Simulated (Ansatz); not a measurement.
A short molecular-dynamics run on C₂H₆GaNO₃, SMILES `CC#[N+][Ga-]([OH])([OH])[OH]`.

```yaml
crystal:
  periodic: [false, false, false]
  atoms:
    - {symbol: C, position_ang: [1.187013, -0.879501, 2.581859]}
    - {symbol: C, position_ang: [0.611884, -0.453962, 1.329118]}
    - {symbol: N, position_ang: [0.156457, -0.116967, 0.337180]}
    - {symbol: Ga, position_ang: [-0.693718, 0.511687, -1.512816]}
    - {symbol: O, position_ang: [0.464543, -0.290673, -2.634962]}
    - {symbol: O, position_ang: [-0.547823, 2.293402, -1.291919]}
    - {symbol: O, position_ang: [-2.327707, -0.223752, -1.328844]}
    - {symbol: H, position_ang: [0.514531, -1.584042, 3.073507]}
    - {symbol: H, position_ang: [2.146796, -1.364948, 2.398602]}
    - {symbol: H, position_ang: [1.338259, -0.013935, 3.228689]}
    - {symbol: H, position_ang: [1.026603, 0.345765, -3.080205]}
    - {symbol: H, position_ang: [-1.403064, 2.706309, -1.160479]}
    - {symbol: H, position_ang: [-2.453275, -0.964183, -1.924829]}
basis:
  gaussian: {orbitals: def2-SVP}
hamiltonian: {xc: {name: PBE}}
md: {timestep: 1 fs, n_steps: 30, ensemble: nve, temperature: 500, initial_velocities: maxwell_boltzmann, seed: 276}
```

```sh
$ ansatz run in.yaml --threads 4 --pin off --events-out ev --progress --plain --max-ram 11315MiB
```

| step | time (fs) | potential energy (eV) | kinetic (eV) | T (K) | conserved (eV) |
| --- | --- | --- | --- | --- | --- |
| 0 | 0.0 | -62149.8007 | 0.7109 | 500 | -62149.0897 |
| 1 | 1.0 | -62149.7525 | 0.6661 | 469 | -62149.0863 |
| 2 | 2.0 | -62149.6892 | 0.6054 | 426 | -62149.0838 |
| 3 | 3.0 | -62149.6493 | 0.5643 | 397 | -62149.0849 |
| 4 | 4.0 | -62149.6203 | 0.5346 | 376 | -62149.0858 |
| 5 | 5.0 | -62149.5886 | 0.5029 | 354 | -62149.0857 |
| 6 | 6.0 | -62149.5529 | 0.4673 | 329 | -62149.0857 |
| 7 | 7.0 | -62149.5145 | 0.4296 | 302 | -62149.0849 |
| 8 | 8.0 | -62149.4866 | 0.4033 | 284 | -62149.0833 |
| 9 | 9.0 | -62149.4938 | 0.4114 | 289 | -62149.0825 |
| 10 | 10.0 | -62149.5460 | 0.4610 | 324 | -62149.0851 |
| 11 | 11.0 | -62149.6040 | 0.5150 | 362 | -62149.0891 |
| 12 | 12.0 | -62149.6131 | 0.5249 | 369 | -62149.0882 |
| 13 | 13.0 | -62149.5822 | 0.4966 | 349 | -62149.0855 |
| 14 | 14.0 | -62149.5506 | 0.4658 | 328 | -62149.0848 |
| 15 | 15.0 | -62149.5331 | 0.4486 | 316 | -62149.0845 |
| 16 | 16.0 | -62149.5326 | 0.4477 | 315 | -62149.0849 |
| 17 | 17.0 | -62149.5389 | 0.4525 | 318 | -62149.0864 |
| 18 | 18.0 | -62149.5313 | 0.4454 | 313 | -62149.0858 |
| 19 | 19.0 | -62149.5182 | 0.4339 | 305 | -62149.0843 |
| 20 | 20.0 | -62149.5211 | 0.4360 | 307 | -62149.0851 |
| 21 | 21.0 | -62149.5303 | 0.4437 | 312 | -62149.0866 |
| 22 | 22.0 | -62149.5269 | 0.4409 | 310 | -62149.0859 |
| 23 | 23.0 | -62149.5216 | 0.4375 | 308 | -62149.0841 |
| 24 | 24.0 | -62149.5385 | 0.4534 | 319 | -62149.0851 |
| 25 | 25.0 | -62149.5611 | 0.4731 | 333 | -62149.0880 |
| 26 | 26.0 | -62149.5480 | 0.4598 | 323 | -62149.0882 |
| 27 | 27.0 | -62149.4953 | 0.4100 | 288 | -62149.0852 |
| 28 | 28.0 | -62149.4437 | 0.3599 | 253 | -62149.0838 |
| 29 | 29.0 | -62149.4166 | 0.3321 | 234 | -62149.0845 |
| 30 | 30.0 | -62149.4072 | 0.3229 | 227 | -62149.0843 |

Velocities are drawn at the set temperature; a run this short doesn't reach equilibrium.

Frames (Å, forces in eV/Å):

```xyz
13
time=0.0 fs
C     1.187   -0.880    2.582   -0.128    0.097   -0.282
C     0.612   -0.454    1.329    0.995   -0.736    2.166
N     0.156   -0.117    0.337   -1.069    0.791   -2.329
Ga   -0.694    0.512   -1.513   -0.033    0.024   -0.072
O     0.465   -0.291   -2.635   -0.159   -0.748    0.091
O    -0.548    2.293   -1.292    0.760    0.119   -0.038
O    -2.328   -0.224   -1.329   -0.318    0.421    0.561
H     0.515   -1.584    3.074   -0.322   -0.373    0.295
H     2.147   -1.365    2.399    0.507   -0.261   -0.048
H     1.338   -0.014    3.229    0.097    0.423    0.372
H     1.027    0.346   -3.080    0.404    0.540   -0.319
H    -1.403    2.706   -1.160   -0.692    0.266    0.092
H    -2.453   -0.964   -1.925   -0.042   -0.563   -0.489
13
time=2.0 fs
C     1.187   -0.874    2.586   -0.429   -2.012   -1.442
C     0.603   -0.448    1.322    1.515   -0.892    2.724
N     0.161   -0.123    0.323   -1.250    0.922   -2.693
Ga   -0.693    0.514   -1.506    0.316    0.100   -0.278
O     0.464   -0.307   -2.638   -0.028   -0.251    0.067
O    -0.554    2.298   -1.291   -0.394    0.806    0.141
O    -2.310   -0.225   -1.330   -0.606    0.700    0.920
H     0.439   -1.618    3.003    0.769    0.451    0.081
H     2.185   -1.378    2.368   -0.798    0.423    0.399
H     1.279   -0.014    3.206    0.301    1.062    1.144
H     0.963    0.353   -3.140    0.151    0.220   -0.146
H    -1.415    2.768   -1.171    0.568   -0.537   -0.112
H    -2.433   -0.967   -1.908   -0.116   -0.993   -0.805
13
time=4.0 fs
C     1.186   -0.875    2.587   -0.767   -1.335   -1.009
C     0.598   -0.445    1.323    0.923   -0.265    0.866
N     0.162   -0.128    0.303   -0.460    0.363   -0.853
Ga   -0.693    0.516   -1.500    0.690    0.216   -0.528
O     0.464   -0.325   -2.642    0.405    0.771   -0.472
O    -0.561    2.305   -1.289   -0.466    0.889    0.139
O    -2.294   -0.224   -1.330   -1.254   -0.860   -0.110
H     0.391   -1.637    2.937    1.257    0.721    0.232
H     2.195   -1.376    2.352   -1.065    0.584    0.594
H     1.230    0.022    3.223    0.275   -0.117    0.475
H     0.904    0.368   -3.205   -0.386   -0.645    0.518
H    -1.409    2.810   -1.186    0.704   -0.751   -0.131
H    -2.416   -1.002   -1.919    0.145    0.430    0.280
13
time=6.0 fs
C     1.183   -0.880    2.584   -1.279    0.628   -0.222
C     0.596   -0.442    1.326    0.022    0.545   -1.644
N     0.162   -0.131    0.280    0.545   -0.327    1.567
Ga   -0.692    0.518   -1.493    1.005    0.346   -0.767
O     0.465   -0.340   -2.646    0.187    0.971   -0.363
O    -0.569    2.313   -1.288    0.773    0.022   -0.015
O    -2.281   -0.226   -1.329   -1.633   -1.533   -0.490
H     0.390   -1.630    2.880    0.864    0.225    0.641
H     2.168   -1.353    2.357   -0.198    0.180    0.453
H     1.192    0.053    3.257    0.277   -1.314   -0.375
H     0.832    0.360   -3.251   -0.276   -0.680    0.523
H    -1.380    2.826   -1.205   -0.513   -0.059    0.004
H    -2.394   -1.024   -1.921    0.226    0.996    0.689
13
time=8.0 fs
C     1.175   -0.882    2.580   -1.587    2.157   -0.084
C     0.595   -0.438    1.325   -0.442    0.930   -2.964
N     0.163   -0.135    0.261    1.085   -0.659    2.911
Ga   -0.691    0.521   -1.488    1.174    0.427   -0.942
O     0.466   -0.353   -2.651   -0.397    0.329    0.526
O    -0.575    2.322   -1.286    1.433   -0.528   -0.066
O    -2.272   -0.231   -1.330   -1.583   -0.538    0.269
H     0.419   -1.615    2.848   -0.140   -0.758    1.054
H     2.134   -1.324    2.380    1.099   -0.400    0.131
H     1.165    0.037    3.280    0.274   -1.348   -0.529
H     0.751    0.328   -3.280    0.202    0.122   -0.267
H    -1.368    2.839   -1.224   -1.156    0.333    0.040
H    -2.364   -1.011   -1.899    0.037   -0.068   -0.079
13
time=10.0 fs
C     1.163   -0.879    2.575   -1.021    1.264   -0.797
C     0.592   -0.431    1.314   -0.225    0.656   -2.314
N     0.167   -0.140    0.250    0.940   -0.488    2.534
Ga   -0.689    0.523   -1.482    1.220    0.432   -1.057
O     0.466   -0.366   -2.655   -0.588    0.176    0.940
O    -0.578    2.330   -1.284    0.257    0.196    0.024
O    -2.266   -0.237   -1.330   -1.460    0.575    1.043
H     0.445   -1.628    2.855   -0.500   -1.039    0.977
H     2.138   -1.308    2.408    0.928   -0.303    0.014
H     1.148   -0.028    3.284    0.201   -0.171    0.161
H     0.676    0.300   -3.317    0.307    0.388   -0.601
H    -1.396    2.862   -1.242    0.046   -0.484   -0.051
H    -2.333   -1.002   -1.881   -0.105   -1.203   -0.873
13
time=12.0 fs
C     1.147   -0.871    2.568   -0.294   -1.518   -1.441
C     0.588   -0.422    1.297    0.565   -0.122    0.095
N     0.174   -0.147    0.245    0.193    0.100    0.581
Ga   -0.686    0.526   -1.477    1.215    0.391   -1.145
O     0.465   -0.378   -2.657   -0.416    1.032    0.172
O    -0.580    2.338   -1.283   -0.456    0.562    0.043
O    -2.265   -0.242   -1.327   -1.507   -0.516    0.226
H     0.455   -1.677    2.897    0.207   -0.056    0.246
H     2.174   -1.302    2.437   -0.418    0.263   -0.008
H     1.139   -0.098    3.295    0.080    1.269    1.113
H     0.612    0.283   -3.374    0.076   -0.410    0.235
H    -1.423    2.867   -1.262    0.759   -0.924   -0.061
H    -2.304   -1.032   -1.891   -0.003   -0.070   -0.057
13
time=14.0 fs
C     1.130   -0.869    2.557    0.124   -2.066   -0.169
C     0.587   -0.414    1.280    1.391   -0.929    2.763
N     0.181   -0.154    0.242   -0.673    0.747   -1.727
Ga   -0.682    0.529   -1.473    1.133    0.321   -1.199
O     0.463   -0.387   -2.659   -0.424    1.435   -0.272
O    -0.584    2.347   -1.281    0.262   -0.073    0.021
O    -2.266   -0.248   -1.324   -1.358   -1.498   -0.552
H     0.472   -1.729    2.949    0.648    0.823   -0.498
H     2.197   -1.288    2.466   -1.113    0.517   -0.163
H     1.132   -0.125    3.344   -0.046    0.862    0.374
H     0.552    0.252   -3.424    0.037   -0.779    0.739
H    -1.425    2.839   -1.284   -0.004   -0.377   -0.030
H    -2.277   -1.065   -1.904    0.022    1.018    0.712
13
time=16.0 fs
C     1.114   -0.872    2.546    0.258   -0.776    1.749
C     0.589   -0.408    1.271    1.409   -1.184    3.413
N     0.186   -0.158    0.235   -0.850    0.924   -2.312
Ga   -0.678    0.533   -1.470    0.933    0.215   -1.224
O     0.459   -0.393   -2.661   -0.553    0.937    0.368
O    -0.586    2.356   -1.279    1.263   -0.804    0.045
O    -2.271   -0.258   -1.323   -0.993   -0.823   -0.231
H     0.512   -1.751    2.983    0.385    0.862   -0.800
H     2.180   -1.254    2.487   -0.688    0.346   -0.359
H     1.124   -0.121    3.406   -0.170   -0.217   -1.093
H     0.493    0.194   -3.448    0.125   -0.254    0.144
H    -1.429    2.797   -1.308   -1.074    0.293   -0.050
H    -2.248   -1.064   -1.893   -0.045    0.482    0.348
13
time=18.0 fs
C     1.098   -0.878    2.540    0.129    0.777    2.309
C     0.596   -0.406    1.272    0.415   -0.773    1.455
N     0.189   -0.161    0.221   -0.104    0.507   -0.550
Ga   -0.674    0.536   -1.467    0.638    0.085   -1.259
O     0.455   -0.397   -2.662   -0.564    0.316    1.274
O    -0.586    2.363   -1.277    0.334   -0.429    0.010
O    -2.279   -0.270   -1.321   -0.659    0.789    0.713
H     0.565   -1.742    2.988   -0.407   -0.015   -0.533
H     2.138   -1.208    2.496    0.597   -0.073   -0.476
H     1.110   -0.122    3.428   -0.250   -0.497   -1.544
H     0.439    0.126   -3.467    0.113    0.362   -0.735
H    -1.468    2.764   -1.333   -0.212   -0.068   -0.011
H    -2.222   -1.047   -1.870   -0.031   -0.980   -0.654
13
time=20.0 fs
C     1.083   -0.881    2.541    0.493    1.452    1.430
C     0.605   -0.407    1.278   -0.812   -0.185   -1.209
N     0.192   -0.162    0.207    0.867   -0.056    1.805
Ga   -0.669    0.540   -1.465    0.324   -0.036   -1.311
O     0.449   -0.400   -2.660   -0.508    0.591    0.683
O    -0.585    2.369   -1.276   -0.945   -0.002   -0.101
O    -2.288   -0.280   -1.319   -0.324    0.635    0.444
H     0.603   -1.736    2.973   -1.106   -1.124   -0.047
H     2.118   -1.165    2.486    1.265   -0.282   -0.441
H     1.086   -0.141    3.395   -0.281    0.079   -0.801
H     0.389    0.069   -3.510    0.076    0.037   -0.135
H    -1.514    2.728   -1.358    0.996   -0.444    0.105
H    -2.196   -1.062   -1.869   -0.047   -0.665   -0.421
13
time=22.0 fs
C     1.070   -0.880    2.546    1.385   -0.292   -0.025
C     0.610   -0.408    1.281   -1.462    0.089   -2.609
N     0.197   -0.163    0.197    1.353   -0.337    2.975
Ga   -0.664    0.543   -1.464    0.046   -0.160   -1.317
O     0.442   -0.402   -2.656   -0.507    0.933   -0.375
O    -0.586    2.375   -1.274   -0.786   -0.248   -0.113
O    -2.298   -0.288   -1.315    0.137   -0.592   -0.542
H     0.601   -1.767    2.955   -0.783   -0.739   -0.168
H     2.142   -1.131    2.461    0.255   -0.102   -0.183
H     1.051   -0.155    3.333   -0.295    1.242    0.784
H     0.343    0.014   -3.557    0.133   -0.378    0.908
H    -1.526    2.677   -1.380    0.741   -0.153    0.116
H    -2.173   -1.100   -1.882   -0.214    0.738    0.549
13
time=24.0 fs
C     1.060   -0.881    2.552    1.663   -1.620   -0.444
C     0.612   -0.409    1.276   -1.256   -0.147   -1.992
N     0.206   -0.164    0.195    1.116   -0.180    2.349
Ga   -0.659    0.546   -1.463   -0.185   -0.317   -1.224
O     0.433   -0.401   -2.654   -0.417    0.690   -0.253
O    -0.589    2.381   -1.273    0.487   -0.793    0.033
O    -2.307   -0.298   -1.312    0.477   -0.553   -0.644
H     0.571   -1.825    2.929    0.042    0.594   -0.495
H     2.176   -1.101    2.428   -0.858    0.046    0.190
H     1.005   -0.124    3.297   -0.271    1.181    1.130
H     0.301   -0.055   -3.573    0.109   -0.200    0.755
H    -1.513    2.620   -1.397   -0.643    0.433   -0.034
H    -2.157   -1.113   -1.876   -0.264    0.864    0.630
13
time=26.0 fs
C     1.056   -0.885    2.556    1.024   -0.355    0.160
C     0.609   -0.410    1.264   -0.382   -0.763    0.323
N     0.218   -0.167    0.199    0.299    0.345    0.214
Ga   -0.654    0.550   -1.463   -0.406   -0.488   -1.059
O     0.424   -0.399   -2.651   -0.137    0.191    0.893
O    -0.590    2.384   -1.271    0.521   -0.860    0.048
O    -2.315   -0.309   -1.311    0.543    0.874    0.202
H     0.541   -1.862    2.886    0.481    1.223   -0.416
H     2.179   -1.070    2.403   -0.987   -0.010    0.469
H     0.949   -0.053    3.301   -0.043   -0.524   -0.101
H     0.263   -0.130   -3.563   -0.096    0.240   -0.439
H    -1.521    2.579   -1.416   -0.755    0.556   -0.050
H    -2.151   -1.097   -1.849   -0.061   -0.428   -0.245
13
time=28.0 fs
C     1.056   -0.891    2.561   -0.171    1.426    0.084
C     0.605   -0.414    1.254    0.559   -1.332    2.768
N     0.231   -0.168    0.203   -0.555    0.908   -2.084
Ga   -0.649    0.552   -1.464   -0.663   -0.611   -0.892
O     0.414   -0.396   -2.647    0.059    0.071    0.965
O    -0.591    2.386   -1.270   -0.870   -0.565   -0.173
O    -2.323   -0.318   -1.309    0.598    1.692    0.652
H     0.528   -1.855    2.828    0.354    0.765    0.015
H     2.147   -1.039    2.395   -0.061   -0.206    0.543
H     0.892    0.000    3.303    0.224   -1.607   -0.757
H     0.222   -0.197   -3.566   -0.173    0.270   -0.591
H    -1.554    2.559   -1.435    0.609    0.320    0.177
H    -2.147   -1.096   -1.830    0.091   -1.131   -0.706
13
time=30.0 fs
C     1.054   -0.893    2.566   -0.976    2.549   -0.602
C     0.603   -0.422    1.252    0.808   -1.299    3.083
N     0.242   -0.167    0.202   -0.716    1.010   -2.516
Ga   -0.644    0.555   -1.465   -0.946   -0.667   -0.756
O     0.405   -0.393   -2.641   -0.014    0.137   -0.394
O    -0.594    2.386   -1.268   -1.278   -0.455   -0.251
O    -2.328   -0.323   -1.306    0.974    0.462   -0.200
H     0.527   -1.821    2.770   -0.207   -0.483    0.543
H     2.113   -1.017    2.407    1.127   -0.373    0.465
H     0.843   -0.005    3.278    0.299   -1.433   -0.434
H     0.174   -0.254   -3.589    0.069    0.082    0.640
H    -1.566    2.551   -1.449    1.014    0.264    0.262
H    -2.142   -1.132   -1.834   -0.153    0.205    0.161
```

Hardware: 4 threads of an Arm Neoverse V1 on a shared host. Wall time 62 s, peak host memory 0.67 GiB.
